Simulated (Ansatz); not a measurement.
Reaction (substitution at a C–Si bond): `OC[SiH2]Cl` + `O[SiH3]` → `OCO[SiH3]` + `[SiH3]Cl`

Isolated molecules relaxed with PBE0-D4/def2-TZVP in Ansatz; ΔE leaves out vibrations. CBS: MP2 limit from def2 TZ/QZ plus the TZ coupled-cluster correction, frozen cores. This one scheme is used for every species. DFT in def2-TZVPP. One conformer a species, not always the lowest.

`OC[SiH2]Cl`:

```xyz
9

O     1.115   -0.992    0.910
C    -0.170   -0.837    0.337
Si   -0.455    0.909   -0.303
Cl    1.123    1.316   -1.574
H     1.770   -0.715    0.261
H    -0.898   -1.050    1.128
H    -0.355   -1.569   -0.463
H    -1.716    1.022   -1.078
H    -0.414    1.916    0.783
```

`O[SiH3]`:

Cartesian coordinates in Å:
```
O -0.583 1.025 0.502
Si 0.018 -0.373 -0.130
H 0.013 1.769 0.590
H 0.530 -0.175 -1.514
H -1.111 -1.331 -0.144
H 1.132 -0.915 0.696
```

`OCO[SiH3]`:

Cartesian coordinates in Å:
```
O 1.187 -0.429 1.933
C 0.561 0.282 0.927
O -0.020 -0.602 0.001
Si -0.957 -0.129 -1.266
H 1.882 -0.963 1.538
H 1.266 0.941 0.397
H -0.207 0.890 1.416
H -1.368 -1.367 -1.965
H -2.150 0.622 -0.788
H -0.193 0.755 -2.191
```

`[SiH3]Cl`:

Z-matrix (Å, degrees):
```
Si
Cl 1 2.054
H 1 1.481 2 108.5
H 1 1.481 2 108.5 3 -120.0
H 1 1.481 2 108.5 3 120.0
```

| level | ΔE (kJ/mol) | difference from CCSD(T)/CBS |
| --- | --- | --- |
| PBE-D4 | 44.0 | -0.2 |
| r2SCAN-D4 | 41.3 | -2.9 |
| BHLYP-D4 | 35.3 | -8.9 |
| PBE | 42.3 | -1.9 |
| PBE0 | 40.9 | -3.3 |
| BHLYP | 32.6 | -11.6 |
| CAM-B3LYP | 34.2 | -10.0 |
| CCSD(T)/def2-SVP | 18.8 | -25.4 |
| MP2/def2-TZVPP | 44.0 | -0.2 |
| CCSD/def2-TZVPP | 37.2 | -7.0 |
| CCSD(T)/CBS | 44.2 | 0 |

Largest T1 diagnostic among the species: 0.011.

At CCSD(T), def2-SVP lies −25.4 kJ/mol from the extrapolated value and def2-TZVPP −5.5 kJ/mol. In def2-TZVPP, CCSD(T) changes the Hartree–Fock value by +17.2 kJ/mol (the triples alone add +1.5 kJ/mol) and MP2 by +22.6 kJ/mol.
